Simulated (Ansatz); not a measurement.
**Forces away from equilibrium**

CH5InO (SMILES [CH3][InH][OH]), closed shell, displaced at random from a GFN2-xTB minimum.

```
8
angstrom
C -0.5729 0.5518 -1.0645
In 0.8948 -0.3493 0.3752
O -0.3543 -0.7551 2.0647
H -1.4107 -0.0538 -1.2885
H -0.0205 0.7834 -2.0114
H -1.1086 1.4977 -0.8540
H 2.4485 -0.4926 0.4162
H 0.2226 -1.0584 2.6525
```

Ansatz 0.2.0; basis: def2-TZVPP; cores frozen in the correlated methods. Filled d shells of the heavier atoms are correlated. Core potentials replace the inner electrons of the atoms past krypton. The def2 sets are not built for correlating such inner shells, so the correlated values are less sure here.

CCSD(T) forces from the calculation:
| atom | Fx | Fy | Fz (eV/Å) |
| --- | --- | --- | --- |
| C1 | 1.360 | 1.192 | -0.484 |
| In2 | -4.852 | 1.030 | 0.563 |
| O3 | -2.265 | 2.247 | -5.501 |
| H4 | -0.580 | -1.378 | -0.290 |
| H5 | -0.428 | -0.420 | 0.560 |
| H6 | 0.797 | -0.125 | 0.737 |
| H7 | 2.346 | -0.409 | 0.122 |
| H8 | 3.622 | -2.137 | 4.293 |

Root-mean-square difference of the force components from those of CCSD(T): PBE0-D4 0.047; wB97M-V 0.053; r2SCAN-D4 0.061; PBE-D4 0.207; wB97X-V 0.048; revPBE-D4 0.236 eV/Å.

The T1 diagnostic stays at or below 0.017. These are differences at one structure, and CCSD(T) in triple zeta is itself an approximation.

For scale, one of the runs: CCSD(T)/def2-TZVPP forces, 182 basis functions (an equivalent command: `ansatz run in.yaml --threads 4`). Time: 3.7 min of wall clock on 4 CPU threads; the host was shared. Peak host memory: 3.9 GiB.
